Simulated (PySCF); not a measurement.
Br3HSi. Atoms are numbered in the order given.

```xyz
5

Si     0.0000     0.0000    -0.6210
Br    -1.8196    -1.0505     0.1028
Br     0.0000     2.1011     0.1028
Br     1.8196    -1.0505     0.1028
H      0.0000     0.0000    -2.0975
```
Charge 0, spin multiplicity 1.

Geometry: B3LYP-D3(BJ)/def2-SVP.

Method: PBE/def2-TZVP (PySCF).

ESP charges are fitted to the potential on shells at 1.4 to 2.0 van der Waals radii. Atomic charges (e):

```csv
atom,Mulliken,meta-Löwdin,ESP fit,Löwdin
Si1,0.40,0.67,-0.28,…
Br2,-0.14,-0.20,0.04,…
Br3,-0.14,-0.20,0.04,…
Br4,-0.14,-0.20,0.04,…
H5,0.02,-0.06,0.15,…
```

Q: Some entries are withheld; supply them. (Estimate from the structure and the level; the computed values follow.)

A: 
- Si1, Löwdin: -0.64
- Br2, Löwdin: 0.22
- Br3, Löwdin: 0.22
- Br4, Löwdin: 0.22
- H5, Löwdin: -0.02

Q: Give the Mayer and Wiberg (Löwdin basis) orders of the bonds. (Estimate from the structure and the level; the computed values follow.)

A: 
| bond | Mayer | Wiberg |
|---|---|---|
| Si1–Br2 | 1.21 | 1.83 |
| Si1–Br3 | 1.21 | 1.83 |
| Si1–Br4 | 1.21 | 1.83 |
| Si1–H5 | 0.90 | 0.92 |
